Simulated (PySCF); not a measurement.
AlF3, charge +1, doublet, at a GFN2-xTB geometry (such geometries of metal compounds can be far from the true shape) (a state made from the parent by changing its charge; the spin is typed, not shown lowest), with bond 4-1 at 1.6 times its length. Base run: PBE0/cc-pVDZ (PySCF).

Input for PySCF:
```python
from pyscf import gto, scf, dft

mol = gto.M(
    atom='''
Al   -0.000000    0.000000    0.000000
F    -1.404328   -0.874087    0.041043
F     0.004903    1.528487   -0.633683
F     2.239080   -1.047039    0.948224
''',
    basis='cc-pvdz',
    charge=1,
    spin=1,
    verbose=4,
)

mf = dft.UKS(mol)
mf.xc = 'pbe0'
mf.kernel()
```

Each row names what was changed in the base input (with any setting that the change needs).

| change | ΔE vs base (mEh) | SCF cycles | <S^2> | outcome |
|---|---|---|---|---|
| base | 0.000 | 12 | 0.752 | converged |
| damp = 0.5; diis_start_cycle = 5 | -0.568 | 25 | 0.752 | converged |
| conv_tol_grad = 1e-7 | 0.000 | 33 | 0.752 | converged |
| init_guess = 1e | 21.702 | 17 | 0.752 | another SCF solution |
| conv_tol = 1e-4 | 0.000 | 7 | 0.752 | converged |
| diis = off; damp = 0.6 (with mf.diis_start_cycle = 200; with mf.max_cycle = 150) | 0.000 | 24 | 0.752 | converged |
| init_guess = vsap | -0.568 | 16 | 0.752 | converged |
| solver = newton; init_guess = 1e | -0.568 | - | 0.752 | converged |
| diis_space = 2 | 0.000 | 31 | 0.752 | converged |
| init_guess = huckel | -0.568 | 22 | 0.752 | converged |
| DIIS = ADIIS | 0.000 | 16 | 0.752 | converged |
| diis_space = 12 | 0.000 | 12 | 0.752 | converged |
| level_shift = 1.0 (with mf.max_cycle = 100) | -0.568 | 53 | 0.752 | converged |

A guess, shift, damping, solver or small numerical setting can't move a converged solution much, so rows marked as another SCF solution ended in a different state.

Open shells are given as the SCF converged; they aren't shown to be the lowest states, and a large step between rows can be another state.
